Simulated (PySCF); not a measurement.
Spin–spin coupling constants

Molfile (atoms numbered from 1):
```
C5H10GeO
     RDKit          3D

 17 17  0  0  0  0  0  0  0  0999 V2000
    2.6362   -0.4936   -0.0010 C   0  0  0  0  0  0  0  0  0  0  0  0
    1.5827   -0.0424   -0.7876 O   0  0  0  0  0  0  0  0  0  0  0  0
    0.3301   -0.5189   -0.3728 C   0  0  2  0  0  0  0  0  0  0  0  0
   -0.7114   -0.1377   -1.3846 C   0  0  0  0  0  0  0  0  0  0  0  0
   -1.8539    0.4518   -1.0063 C   0  0  0  0  0  0  0  0  0  0  0  0
   -2.1218    0.7586    0.4403 C   0  0  0  0  0  0  0  0  0  0  0  0
   -0.4088    0.2996    1.2997 Ge  0  0  0  0  0  4  0  0  0  0  0  0
    2.7183   -1.5996   -0.0084 H   0  0  0  0  0  0  0  0  0  0  0  0
    2.5330   -0.1729    1.0568 H   0  0  0  0  0  0  0  0  0  0  0  0
    3.5672   -0.0694   -0.4020 H   0  0  0  0  0  0  0  0  0  0  0  0
    0.3666   -1.6260   -0.2714 H   0  0  0  0  0  0  0  0  0  0  0  0
   -0.4978   -0.3560   -2.4365 H   0  0  0  0  0  0  0  0  0  0  0  0
   -2.6095    0.7147   -1.7558 H   0  0  0  0  0  0  0  0  0  0  0  0
   -2.9380    0.1346    0.8426 H   0  0  0  0  0  0  0  0  0  0  0  0
   -2.4293    1.8063    0.5875 H   0  0  0  0  0  0  0  0  0  0  0  0
    0.3940    1.5386    1.7370 H   0  0  0  0  0  0  0  0  0  0  0  0
   -0.5625   -0.6665    2.4911 H   0  0  0  0  0  0  0  0  0  0  0  0
  1  2  1  0
  2  3  1  0
  3  4  1  0
  4  5  2  0
  5  6  1  0
  6  7  1  0
  7  3  1  0
  1  8  1  0
  1  9  1  0
  1 10  1  0
  3 11  1  1
  4 12  1  0
  5 13  1  0
  6 14  1  0
  6 15  1  0
  7 16  1  0
  7 17  1  0
M  END
```

Indirect spin–spin couplings were computed at B3LYP/pcJ-1 (pcSseg-1 on Ge) (without the spin–dipole term) (PySCF) on a PBE0-D3(BJ)/def2-SVP structure, for the isolated molecule, without vibrational or relativistic corrections. Couplings are averaged over pairs made equivalent by symmetry, fast rotation or ring inversion, so a value needn't be that of the named pair in this geometry, while other rotamers aren't included; one pair stands for each set, and the list holds a selection of those of at least 0.8 Hz over up to four bonds, among pairs with at least one C or H atom (others weren't computed).

Isotopes: $^{13}$C, $^{1}$H, $^{17}$O. Couplings to quadrupolar nuclei such as 17O and 33S are rarely resolved in practice.

| pair | bonds | J (Hz) |
| --- | --- | --- |
| C1, O2 | 1 | ? |
| C1, H8 | 1 | 144.8 |
| O2, C3 | 1 | ? |
| C3, C4 | 1 | 48.3 |
| C3, H11 | 1 | 148.4 |
| C4, C5 | 1 | 78.1 |
| C4, H12 | 1 | 170.1 |
| C5, C6 | 1 | 40.8 |
| C5, H13 | 1 | 166.5 |
| C6, H14 | 1 | 139.3 |
| C6, H15 | 1 | 140.9 |
| O2, C4 | 2 | ? |
| C3, C6 | 2 | ? |
| C3, H12 | 2 | 2.9 |
| C4, H13 | 2 | 3.8 |
| C5, H14 | 2 | ? |
| C5, H15 | 2 | ? |
| C6, H13 | 2 | 6.2 |
| C6, H17 | 2 | 8.6 |
| C1, H11 | 3 | ? |
| C4, H17 | 3 | 4.8 |
| C5, H17 | 3 | 3.3 |
| C6, H12 | 3 | 11.2 |
| O2, H14 | 4 | -2.5 |
| O2, H15 | 4 | -1.2 |
| H11, H13 | 4 | ? |

Problem. Estimate the withheld couplings, with signs.

Solution. 
- $^{1}J$(C1,O2) = 23.7 Hz (bond length 1.390 Å)
- $^{1}J$(O2,C3) = 24.9 Hz (bond length 1.403 Å)
- $^{2}J$(O2,C4) = -9.2 Hz (angle at C3 110°)
- $^{2}J$(C3,C6) = 8.8 Hz (angle at Ge7 93°)
- $^{2}J$(C5,H14) = -7.7 Hz (angle at C6 112°)
- $^{2}J$(C5,H15) = -6.2 Hz (angle at C6 112°)
- $^{3}J$(C1,H11) = 3.8 Hz (dihedral angle 52°)
- $^{4}J$(H11,H13) = -3.0 Hz

Relativistic effects of the heavier atoms present are left out.
